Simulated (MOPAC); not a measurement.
MOPAC input (MNDO):

```
MNDO 1SCF CHARGE=-1 GEO-OK AUX(PRECISION=9) THREADS=1
CH6BO2Si

C     2.22242800 1   -0.11295600 1    0.59835000 1
Si    0.72902100 1    0.73914200 1   -0.24555300 1
B    -1.10996500 1   -0.19951400 1   -0.15315800 1
O    -2.16051400 1    0.30209400 1   -0.69113400 1
O    -1.02772000 1   -1.43846500 1    0.57184800 1
H     2.37830400 1   -1.10543900 1    0.16749000 1
H     3.15215900 1    0.45503500 1    0.49845100 1
H     2.01891600 1   -0.25412100 1    1.66306400 1
H     1.18647500 1    0.99073000 1   -1.65726300 1
H     0.70703300 1    2.12643200 1    0.33790900 1
H    -1.92805600 1   -1.79434600 1    0.55807300 1
```

Output:

```
 *******************************************************************************
 **                                                                           **
 **                              MOPAC v23.2.5                                **
 **                                                                           **
 *******************************************************************************
 ** MOPAC's Digital Object Identifier: https://doi.org/10.5281/zenodo.6511958 **
 **                                                                           **
 ** Please cite the open-source release paper for use of this MOPAC version:  **
 ** J. E. Moussa and J. J. P. Stewart (2026)                                  **
 ** MOPAC: An open-source semiempirical molecular orbital program             **
 ** J. Open Source Softw., 11(119), 8025, https://doi.org/10.21105/joss.08025 **
 *******************************************************************************

                              MNDO CALCULATION RESULTS

 *******************************************************************************
 *  MNDO       - The MNDO Hamiltonian to be used
 *  GEO-OK     - OVERRIDE INTERATOMIC DISTANCE AND OTHER SAFETY CHECKS
 *
 *
 *
 *                 CHARGE ON SYSTEM = -1
 *
 *
 *
 *  1SCF       - DO 1 SCF AND THEN STOP
 *  AUX        - OUTPUT AUXILIARY INFORMATION
 *******************************************************************************
MNDO 1SCF CHARGE=-1 GEO-OK AUX(PRECISION=9) THREADS=1
 CH6BO2Si

   ATOM   CHEMICAL          X               Y               Z
  NUMBER   SYMBOL      (ANGSTROMS)     (ANGSTROMS)     (ANGSTROMS)

     1       C          2.22242800  *  -0.11295600  *   0.59835000  *
     2      Si          0.72902100  *   0.73914200  *  -0.24555300  *
     3       B         -1.10996500  *  -0.19951400  *  -0.15315800  *
     4       O         -2.16051400  *   0.30209400  *  -0.69113400  *
     5       O         -1.02772000  *  -1.43846500  *   0.57184800  *
     6       H          2.37830400  *  -1.10543900  *   0.16749000  *
     7       H          3.15215900  *   0.45503500  *   0.49845100  *
     8       H          2.01891600  *  -0.25412100  *   1.66306400  *
     9       H          1.18647500  *   0.99073000  *  -1.65726300  *
    10       H          0.70703300  *   2.12643200  *   0.33790900  *
    11       H         -1.92805600  *  -1.79434600  *   0.55807300  *

          CARTESIAN COORDINATES

    NO.       ATOM           X           Y           Z

     1         C          2.2224     -0.1130      0.5983
     2        Si          0.7290      0.7391     -0.2456
     3         B         -1.1100     -0.1995     -0.1532
     4         O         -2.1605      0.3021     -0.6911
     5         O         -1.0277     -1.4385      0.5718
     6         H          2.3783     -1.1054      0.1675
     7         H          3.1522      0.4550      0.4985
     8         H          2.0189     -0.2541      1.6631
     9         H          1.1865      0.9907     -1.6573
    10         H          0.7070      2.1264      0.3379
    11         H         -1.9281     -1.7943      0.5581

  H: (MNDO): M.J.S. DEWAR, W. THIEL, J. AM. CHEM. SOC., 99, 4899, (1977)
  B: (MNDO): M.J.S. DEWAR, M.L. MCKEE, J. AM. CHEM. SOC., 99, 5231, (1977)
  C: (MNDO): M.J.S. DEWAR, W. THIEL, J. AM. CHEM. SOC., 99, 4899, (1977)
  O: (MNDO): M.J.S. DEWAR, W. THIEL, J. AM. CHEM. SOC., 99, 4899, (1977)
 Si: (MNDO): M.J.S.DEWAR, ET. AL. ORGANOMETALLICS  5, 375 (1986)

           Empirical Formula: C H6 O2 Si B  =    11 atoms

      MOLECULAR POINT GROUP   :   Cs

      RHF CALCULATION, NO. OF DOUBLY OCCUPIED LEVELS = 15

 -------------------------------------------------------------------------------
 MNDO 1SCF CHARGE=-1 GEO-OK AUX(PRECISION=9) THREADS=1
 CH6BO2Si

     1SCF WAS SPECIFIED, SO BFGS WAS NOT USED
     SCF FIELD WAS ACHIEVED

                              MNDO CALCULATION
                                                       MOPAC v23.2.5 Linux

          FINAL HEAT OF FORMATION =       -163.11046 KCAL/MOL =    -682.45418 KJ/MOL

          COSMO AREA              =        131.31 SQUARE ANGSTROMS
          COSMO VOLUME            =        122.03 CUBIC ANGSTROMS

          IONIZATION POTENTIAL    =          3.232958 EV
          HOMO LUMO ENERGIES (EV) =         -3.233  6.421
          NO. OF FILLED LEVELS    =         15
          MOLECULAR WEIGHT        =         88.9527         POINT GROUP:  Cs

          MOLECULAR DIMENSIONS (Angstroms)

            Atom       Atom       Distance
            H    11    H     7     5.55624
            H     6    H    10     3.63567
            H     9    H     8     3.38754

          SCF CALCULATIONS        =          1

   ATOM   CHEMICAL          X               Y               Z
  NUMBER   SYMBOL      (ANGSTROMS)     (ANGSTROMS)     (ANGSTROMS)

     1       C          2.22242800  *  -0.11295600  *   0.59835000  *
     2      Si          0.72902100  *   0.73914200  *  -0.24555300  *
     3       B         -1.10996500  *  -0.19951400  *  -0.15315800  *
     4       O         -2.16051400  *   0.30209400  *  -0.69113400  *
     5       O         -1.02772000  *  -1.43846500  *   0.57184800  *
     6       H          2.37830400  *  -1.10543900  *   0.16749000  *
     7       H          3.15215900  *   0.45503500  *   0.49845100  *
     8       H          2.01891600  *  -0.25412100  *   1.66306400  *
     9       H          1.18647500  *   0.99073000  *  -1.65726300  *
    10       H          0.70703300  *   2.12643200  *   0.33790900  *
    11       H         -1.92805600  *  -1.79434600  *   0.55807300  *

                             CARTESIAN COORDINATES

   1    C        2.222428000    -0.112956000     0.598350000
   2   Si        0.729021000     0.739142000    -0.245553000
   3    B       -1.109965000    -0.199514000    -0.153158000
   4    O       -2.160514000     0.302094000    -0.691134000
   5    O       -1.027720000    -1.438465000     0.571848000
   6    H        2.378304000    -1.105439000     0.167490000
   7    H        3.152159000     0.455035000     0.498451000
   8    H        2.018916000    -0.254121000     1.663064000
   9    H        1.186475000     0.990730000    -1.657263000
  10    H        0.707033000     2.126432000     0.337909000
  11    H       -1.928056000    -1.794346000     0.558073000

           Empirical Formula: C H6 O2 Si B  =    11 atoms

      MOLECULAR POINT GROUP   :   Cs

                  EIGENVALUES
 -34.77658 -31.98040 -27.00878 -15.18553 -12.45628 -10.42637 -10.19617 -10.09145
  -8.62714  -8.08370  -6.80989  -6.75170  -6.35640  -5.06029  -3.23296   6.42074
   6.66207   6.99718   7.43451   8.21646   8.22145   9.18811   9.81198  11.11177
  12.15843  15.28680

              NET ATOMIC CHARGES AND DIPOLE CONTRIBUTIONS

  ATOM NO.   TYPE          CHARGE      No. of ELECS.   s-Pop       p-Pop
    1          C          -0.314071        4.3141     1.27541     3.03866
    2         Si           1.252902        2.7471     1.10051     1.64659
    3          B          -0.326733        3.3267     1.21227     2.11446
    4          O          -0.505697        6.5057     1.86356     4.64214
    5          O          -0.336497        6.3365     1.81892     4.51758
    6          H          -0.020218        1.0202     1.02022
    7          H          -0.037874        1.0379     1.03787
    8          H          -0.020218        1.0202     1.02022
    9          H          -0.408162        1.4082     1.40816
   10          H          -0.408162        1.4082     1.40816
   11          H           0.124730        0.8753     0.87527
 DIPOLE           X         Y         Z       TOTAL
 POINT-CHG.     3.371    -0.642     1.175     3.628
 HYBRID         0.552    -0.315     0.312     0.709
 SUM            3.924    -0.957     1.488     4.304

          ATOMIC ORBITAL ELECTRON POPULATIONS

     Atom    s        px        py        pz
    1  C   1.27541   1.08139   0.97859   0.97868
    2 Si   1.10051   0.65331   0.52849   0.46479
    3  B   1.21227   0.81269   0.68066   0.62111
    4  O   1.86356   1.46540   1.68006   1.49668
    5  O   1.81892   1.29374   1.44933   1.77451
    6  H   1.02022
    7  H   1.03787
    8  H   1.02022
    9  H   1.40816
   10  H   1.40816
   11  H   0.87527

 **********************
 *                    *
 * JOB ENDED NORMALLY *
 *                    *
 **********************

 == MOPAC DONE ==
```

The dipole moment of an ion depends on the origin.

The geometry given is a B3LYP-D3(BJ)/def2-TZVP minimum.
